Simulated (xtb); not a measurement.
C2H4ClNOSi, SMILES O([Si@@H](C)Cl)C#N. All values are semi-empirical tight-binding results from xtb (GFN2-xTB unless named), good for trends rather than for accurate numbers. Geometry optimised at GFN2-xTB. The structure was generated by enumeration; whether it is a known compound was not checked. One conformer was computed; it need not be the lowest.

```
Item                                            Value
--------------------------------------  -------------
orbital gap                                   6.11 eV
dipole moment                                  3.95 D
zero-point energy                       37.3 kcal/mol
G − E(el) at 298.15 K (modified RRHO)   16.1 kcal/mol
static polarisability (D4 model)           74.2 bohr³
solvation energy, GFN2-xTB/ALPB(water)  -6.5 kcal/mol
solvation energy, GFN2-xTB/ALPB(chcl3)  -8.2 kcal/mol
```
